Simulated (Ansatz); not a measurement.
`[SH][Sn]([Cl])([Cl])[Cl]`. Total charge 0; spin multiplicity 1. Correlated methods include outer-core shells of Sn, which these sets cover unevenly. Sn takes the def2 core potential.

Z-matrix (Å, degrees):
```
Sn
Cl 1 2.295
Cl 1 2.301 2 108.8
S 1 2.364 2 108.0 3 122.4
Cl 1 2.301 2 108.9 3 -115.4
H 4 1.346 1 91.8 2 179.0
```

**Question.** Give the diagnostics of a CCSD(T)/def2-TZVPP run (frozen core, the Gaussian-basis code of Ansatz). (Estimate.)

**Answer.** Computed: T1 = 0.0111, largest single amplitude 0.039, largest double 0.033, (T) share of the correlation energy 4.1 %, 8 CCSD cycles. The RHF solution is stable towards an unrestricted one. T1 lies under the customary mark of 0.02 for closed shells.
